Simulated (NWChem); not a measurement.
## Spin states of Tl

```xyz
1

Tl     0.0000     0.0000     0.0000
```
Charge 0, spin multiplicity 2.

All runs are NWChem calculations.

Basis set: def2-TZVP. The gap is E(quartet) − E(doublet), so a negative value puts the higher spin lower. Open shells are unrestricted, coupled cluster uses restricted open-shell references. The quartet is the single determinant that the SCF runs reached, with unpaired electrons in orbitals of symmetry ag and b2u and b3u (D2h labels); it need not be the lowest quartet, which in molecules with degenerate π orbitals can need several determinants. Where the lowest doublet needs several determinants, the single determinant used here isn't a pure state and places it wrongly.

Costs are rough ratios of processor time within this set of runs, SCF included, with r2SCAN as 1.

Effective core potentials replace the inner electrons of Tl; spin-orbit coupling is left out. The correlated methods keep 4 core orbitals frozen. B3LYP has NWChem's definition, with VWN1-RPA local correlation. The stability of the SCF solutions was not checked. Open-shell Hartree-Fock references start from PBE0 orbitals; any time given for them includes that run. Coupled-cluster values serve here as a point of comparison, not as the truth.

| method | vertical doublet-quartet gap (kcal/mol) | relative cost |
|---|---|---|
| B3LYP | ___ | under 3 |
| B2PLYP | ___ | under 3 |
| HF | 99.3 | under 3 |
| MP2 | ___ | under 3 |
| r2SCAN | ___ | 1 |
| CCSD(T) | 132.4 | 10 |
| PBE | 143.4 | under 3 |

Problem. What belongs in the gaps?

Solution. 
- B3LYP, vertical doublet-quartet gap (kcal/mol): 142.9
- B2PLYP, vertical doublet-quartet gap (kcal/mol): 140.3
- MP2, vertical doublet-quartet gap (kcal/mol): 137.2
- r2SCAN, vertical doublet-quartet gap (kcal/mol): 135.3
